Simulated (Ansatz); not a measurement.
Reaction (hydrogenolysis of a Zn–S bond): `C[S][Zn][Br]` + H₂ → `[ZnH][Br]` + CH₃SH

Computed with Ansatz on PBE0-D4/def2-TZVP structures; ΔE is electronic, products minus reactants. CBS: MP2 limit from def2 TZ/QZ plus the TZ coupled-cluster correction, frozen cores. This one scheme is used for every species. Functionals use def2-TZVPP. For Br, Zn outer-core shells are correlated without core-valence functions, which leaves a few kJ/mol of doubt a bond. Scalar relativity is left out up to krypton. One conformer a species, not always the lowest.

```csv
level,ΔE (eV)
PBE-D4,0.58
r2SCAN0-D4,0.58
ωB97M-V,0.52
r2SCAN0,0.57
RPA@PBE/def2-TZVPP,0.45
HF/def2-TZVPP,0.42
CCSD/def2-TZVPP,0.48
MP2/def2-QZVPP,0.71
```

(1) What does CCSD(T)/CBS give? (Best estimate.)

Largest T1 diagnostic among the species: 0.012.

## Answers

(1) The calculation gave: +0.66 eV. The listed levels differ from it by -0.08, -0.08, -0.14, -0.09, -0.21, -0.24, -0.18, 0.05 eV.

In def2-TZVPP, CCSD(T) changes the Hartree–Fock value by +0.11 eV (the triples alone add +0.04 eV) and MP2 by +0.21 eV. The D4 term adds +0.08 eV with B3LYP and +0.04 eV with PBE0; it sums over pairs of atoms, weighted by their polarisabilities, and B3LYP, whose exchange is more repulsive, gets the larger term. Leaving LDA and LC-ωPBE aside and taking each functional with its dispersion term where it has one, the values, not all of them listed here, spread over 0.15 eV, from B97M-V to revPBE-D4.

B3LYP here is the variant with VWN-RPA as its local correlation; programs differ in this.
